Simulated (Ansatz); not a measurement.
A nudged elastic band was laid between two geometries of C2H9NSi + H2O (16 atoms, charge 0, multiplicity 1).

Computed with Ansatz 0.2.0, RKS r2SCAN/cc-pVDZ.

```yaml
movable_images: 9
climbing_image: yes
spring: 5.0 eV/Å²
optimiser: quadratic models (default)
start_path: through a guess of the saddle point
force_threshold: 0.05 eV/Å
iteration_limit: 60
end_points: relaxed
```

Initial state:

```xyz
16
Properties=species:S:1:pos:R:3
Si 0.362 -0.092 1.138
N -0.494 -0.689 -0.305
C -1.842 -1.244 -0.142
H 0.614 -1.182 2.152
H -0.564 0.906 1.762
C 1.969 0.685 0.566
H -0.461 0.985 -1.295
O -0.254 1.873 -1.669
H 0.084 -1.320 -0.865
H -1.874 -2.202 0.414
H -2.465 -0.518 0.404
H -2.312 -1.403 -1.126
H 2.504 1.154 1.407
H 1.719 1.454 -0.181
H 2.640 -0.062 0.112
H 0.374 1.654 -2.372
```

Final state:

```xyz
16
Properties=species:S:1:pos:R:3
Si 0.551 1.572 0.968
N -0.384 -1.316 -0.980
C -1.715 -1.743 -0.553
H -0.366 0.968 1.994
H 0.935 2.943 1.456
C 2.034 0.486 0.661
H -0.420 -0.323 -1.231
O -0.253 1.717 -0.531
H -0.133 -1.809 -1.840
H -1.688 -2.804 -0.250
H -2.013 -1.163 0.337
H -2.524 -1.632 -1.307
H 2.592 0.307 1.594
H 2.716 0.948 -0.070
H 1.672 -0.477 0.263
H -1.005 2.326 -0.512
```

Question: What changes between the two ends?

Answer: Bonds broken: Si1–N2, H7–O8. Bonds formed: Si1–O8, N2–H7. C2H9NSi + H2O becomes CH5N + CH6OSi.

Question: Give the energies along the band, and the barrier.

Answer: The forces met the threshold. The highest image is number 4 of 0 to 10, 0.85 eV above the first end and 1.18 eV above the last; the last end lies 0.33 eV below the first. The profile has 2 maxima (images 4, 7) with wells between them (image 6): this band takes more than one step, which may be the mechanism or a detour left from its start path. A vibrational analysis at the climbing image gives one clearly imaginary mode, 826i cm⁻¹: a first-order saddle point. The orbitals stay closed-shell, which can raise the energy where a bond breaks towards radicals; this wasn't checked here.

| image | path coordinate (Å) | energy (eV) | Si1–N2 (Å) | H7–O8 (Å) | Si1–O8 (Å) |
| --- | --- | --- | --- | --- | --- |
| 0 | 0.00 | 0.00 | 1.78 | 0.99 | 3.48 |
| 1 | 0.66 | 0.02 | 1.78 | 0.98 | 3.32 |
| 2 | 1.33 | 0.07 | 1.79 | 0.99 | 3.10 |
| 3 | 1.99 | 0.31 | 1.83 | 1.01 | 2.58 |
| 4 | 2.65 | 0.85 | 1.93 | 1.31 | 2.08 |
| 5 | 4.69 | -0.03 | 2.22 | 2.07 | 1.75 |
| 6 | 6.72 | -0.29 | 2.83 | 2.36 | 1.71 |
| 7 | 8.76 | -0.18 | 3.48 | 2.26 | 1.71 |
| 8 | 10.79 | -0.20 | 3.69 | 2.14 | 1.70 |
| 9 | 12.83 | -0.27 | 3.40 | 2.12 | 1.71 |
| 10 | 14.86 | -0.33 | 3.61 | 2.16 | 1.71 |

Question: What is the geometry of the highest image?

Answer: 
```xyz
16
Properties=species:S:1:pos:R:3:forces:R:3
Si 0.272 0.378 0.689 0.00 0.00 0.00
N -0.642 -0.739 -0.591 0.00 0.00 0.00
C -1.925 -1.307 -0.157 0.00 0.00 0.00
H 0.409 -0.781 1.698 0.00 0.00 0.00
H -0.668 1.272 1.432 0.00 0.00 0.00
C 2.102 0.810 0.473 0.00 0.00 0.00
H -0.600 0.287 -1.227 0.00 0.00 0.00
O -0.187 1.504 -0.997 0.00 0.00 0.00
H -0.021 -1.477 -0.934 0.00 0.00 0.00
H -1.801 -1.925 0.749 0.00 0.00 0.00
H -2.613 -0.483 0.080 0.00 0.00 0.00
H -2.376 -1.920 -0.953 0.00 0.00 0.00
H 2.659 0.613 1.403 0.00 0.00 0.00
H 2.255 1.858 0.171 0.00 0.00 0.00
H 2.548 0.167 -0.308 0.00 0.00 0.00
H 0.588 1.744 -1.526 0.00 0.00 0.00
```

The run took 31 min on 4 threads of Arm Neoverse N1, on a shared host, peak memory 0.23 GiB.
